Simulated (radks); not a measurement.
Values are calculated unless marked as measured or tabulated.
Valence configurations of the antimony ion Sb+ (all share [Kr]). Level of theory: Dirac Kohn-Sham, PBE, spin-unpolarised, spherical densities, point nucleus; open shells fill j = l - 1/2 first (a radial shooting solver on a logarithmic mesh with Libxc functionals). Energies are relative to 4d10 5s2 5p2; eigenvalues in eV.

4d10 5s2 5p2: E (eV) 0.000; e(4d3/2) -42.374; e(4d5/2) -41.129; e(5p1/2) -12.315; e(5s1/2) -20.404
4d10 5s1.5 5p2.5: E (eV) 4.434; e(4d3/2) -43.134; e(4d5/2) -41.887; e(5p1/2) -12.683; e(5p3/2) -11.937; e(5s1/2) -20.854
4d9.5 5s2 5p2.5: E (eV) 15.377; e(4d3/2) -45.598; e(4d5/2) -44.323; e(5p1/2) -13.151; e(5p3/2) -12.356; e(5s1/2) -21.578
4d10 5p4: E (eV) 18.023; e(4d3/2) -45.318; e(4d5/2) -44.063; e(5p1/2) -13.721; e(5p3/2) -12.926
4d9.5 5s1.5 5p3: E (eV) 20.012; e(4d3/2) -46.330; e(4d5/2) -45.052; e(5p1/2) -13.502; e(5p3/2) -12.691; e(5s1/2) -22.006
4d9 5s2 5p3: E (eV) 31.968; e(4d3/2) -48.809; e(4d5/2) -47.503; e(5p1/2) -13.962; e(5p3/2) -13.103; e(5s1/2) -22.717
4d8.5 5s2 5p3.5: E (eV) 49.779; e(4d3/2) -52.008; e(4d5/2) -50.672; e(5p1/2) -14.754; e(5p3/2) -13.830; e(5s1/2) -23.825
4d8.5 5s1 5p4.5: E (eV) 59.857; e(4d3/2) -53.363; e(4d5/2) -52.023; e(5p1/2) -15.392; e(5p3/2) -14.437; e(5s1/2) -24.598
4d8.5 5s0.5 5p5: E (eV) 64.958; e(4d3/2) -54.024; e(4d5/2) -52.681; e(5p1/2) -15.699; e(5p3/2) -14.729; e(5s1/2) -24.970
4d8 5s2 5p4: E (eV) 68.812; e(4d3/2) -55.198; e(4d5/2) -53.831; e(5p1/2) -15.528; e(5p3/2) -14.540; e(5s1/2) -24.906

NIST lists [Kr] 4d10 5s2 5p2 as the ground configuration; this level of theory agrees among the configurations tried. The energies are those of spherical spin-averaged densities, not of single terms.
